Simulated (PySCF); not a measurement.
A PySCF script (with the pyscf-properties extension) for the NMR shieldings of `InChI=1S/C6H15BClN/c8-7(9)5-1-2-6-3-4-6/h6-7H,1-5H2,9H3/t7-/m0/s1`, on a GFN2-xTB geometry:

```python
import basis_set_exchange as bse
import numpy as np
from pyscf import gto, dft
from pyscf.prop import nmr

atoms = """
N    -3.098062   -1.016433   -0.395677
B    -2.865027    0.404799    0.388089
Cl   -4.282545    1.399459   -0.274222
C    -1.439812    1.004299   -0.088131
C    -0.238552    0.153731    0.333761
C     1.095121    0.801090   -0.043545
C     2.265408   -0.069896    0.346537
C     3.571712    0.054615   -0.375677
C     2.719753   -1.163276   -0.573002
H    -2.384842   -1.695319   -0.143606
H    -4.025414   -1.364484   -0.166100
H    -3.062504   -0.817580   -1.393105
H    -2.996545    0.204692    1.548290
H    -1.307054    2.001153    0.337022
H    -1.408516    1.137468   -1.173558
H    -0.269392    0.000046    1.414485
H    -0.283606   -0.832210   -0.140284
H     1.179613    1.770338    0.454536
H     1.119340    0.978369   -1.121330
H     2.312929   -0.278654    1.409291
H     4.488094   -0.042941    0.185966
H     3.635186    0.763580   -1.187127
H     2.211039   -1.274023   -1.519304
H     3.051939   -2.099058   -0.148821
"""
names = dict.fromkeys(["N", "B", "Cl", "C", "H"], "pcSseg-1")
basis = {el: gto.basis.parse(bse.get_basis(n, elements=[el], fmt="nwchem")) for el, n in names.items()}
mol = gto.M(atom=atoms, basis=basis, charge=0, verbose=0)
mf = dft.RKS(mol, xc="PBE0")
mf.grids.level = 2
mf.grids.alignment = dft.numint.BLKSIZE   # the property module wants whole blocks of grid points
mf.conv_tol = 1e-9
mf.kernel()

calc = nmr.RKS(mf)   # GIAO
C = mf.mo_coeff
Co = C[:, mf.mo_occ > 0]
resp = mf.gen_response(singlet=True, hermi=2)
def vind(x):   # induced exchange potential for any number of trial vectors
    d = np.einsum("pi,xij,qj->xpq", C, 2 * x.reshape(-1, C.shape[1], Co.shape[1]), Co, optimize=True)
    return np.einsum("xpq,pi,qj->xij", resp(d - d.transpose(0, 2, 1)), C, Co, optimize=True).ravel()
mo1, _ = nmr.rhf.solve_mo1(calc, with_cphf=vind)
sigma = calc.kernel(mo1)
for i, s in enumerate(sigma):   # ppm
    print("%2d %-2s %9.2f" % (i, mol.atom_pure_symbol(i), np.trace(s) / 3))
```

Question: What are the results?

Answer: 
```
 0 N     204.42
 1 B     106.98
 2 Cl    938.12
 3 C     156.33
 4 C     153.89
 5 C     142.52
 6 C     171.91
 7 C     180.74
 8 C     180.52
 9 H      28.25
10 H      28.48
11 H      29.08
12 H      28.43
13 H      30.62
14 H      31.67
15 H      30.26
16 H      31.01
17 H      29.54
18 H      31.47
19 H      31.06
20 H      31.25
21 H      31.65
22 H      31.91
23 H      31.35
```

These numbers come from an equivalent density-fitted implementation of the same equations, which agrees with the script to about 0.01 ppm for H and up to a few tenths of a ppm for heavy atoms, so last digits may differ.

Size and cost of the density-fitted run: 235 basis functions, 87 s wall time on 1 thread of an Arm Neoverse N1, shared host; peak memory 1.1 GiB.
